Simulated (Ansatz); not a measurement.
## Pulling the pair apart

The pair of HCl (SMILES Cl, atoms 1–2) and CH3I (SMILES CI, atoms 3–7), both closed shells, in one local arrangement (a lower one may exist), relaxed at PBE0-D4/def2-TZVP:

```tsv
atom	x (Å)	y (Å)	z (Å)
Cl1	0.1469	0.3614	-2.8010
H2	-0.2752	-0.5110	-1.9443
C3	0.1242	0.2291	1.0144
I4	-0.7835	-1.6063	0.4220
H5	1.1157	0.2576	0.5739
H6	-0.4968	1.0350	0.6364
H7	0.1685	0.2342	2.0988
```

CH3I is shifted rigidly along the line between the mean atom positions of the two fragments (negative: closer). Counterpoise interaction energies in kcal/mol. Ansatz 0.2.0; basis: def2-TZVPPD; cores frozen in the correlated methods. Filled d shells of the heavier atoms are correlated. Core potentials replace the inner electrons of the atoms past krypton. The def2 sets are not built for correlating such inner shells, so the correlated values are less sure here.

```json
{"shift (Å)": "-0.27", "wB97M-V": "-2.13", "HF": "2.85", "r2SCAN-D4": "-3.24"}
{"shift (Å)": "-0.13", "wB97M-V": "-2.79", "HF": "1.34", "r2SCAN-D4": "-3.63"}
{"shift (Å)": "0.00", "wB97M-V": "-3.07", "HF": "0.33", "r2SCAN-D4": "-3.71"}
{"shift (Å)": "0.13", "wB97M-V": "-3.12", "HF": "-0.33", "r2SCAN-D4": "-3.60"}
{"shift (Å)": "0.32", "wB97M-V": "-2.94", "HF": "-0.85", "r2SCAN-D4": "-3.27"}
{"shift (Å)": "0.66", "wB97M-V": "-2.34", "HF": "-1.13", "r2SCAN-D4": "-2.51"}
{"shift (Å)": "1.33", "wB97M-V": "-1.29", "HF": "-0.89", "r2SCAN-D4": "-1.36"}
{"shift (Å)": "2.66", "wB97M-V": "-0.43", "HF": "-0.37", "r2SCAN-D4": "-0.44"}
```

(1) What does CCSD(T) give at these shifts? (An estimate is asked for; the value comes from the calculation.)

No T1 diagnostic of these runs exceeds 0.008.

Results:

(1) The calculation gives: -1.26, -2.05, -2.46, -2.61, -2.56, -2.14, -1.24, -0.41 kcal/mol. For zero shift, CCSD(T) at an estimated basis limit (MP2 extrapolated from triple and quadruple zeta, plus CCSD(T) − MP2 in triple zeta) gives -3.17 kcal/mol. These are counterpoise interaction energies, counted from the two frozen fragments.

For scale, one of the runs: CCSD(T)/def2-TZVPPD, 215 basis functions, launched by `ansatz run in.yaml --threads 4 --pin off --events-out ev --progress --plain --max-ram 9574MiB`. The run took 79 s on 4 CPU threads of an Arm Neoverse V2 (shared host), with 3.4 GiB of host memory at its peak.
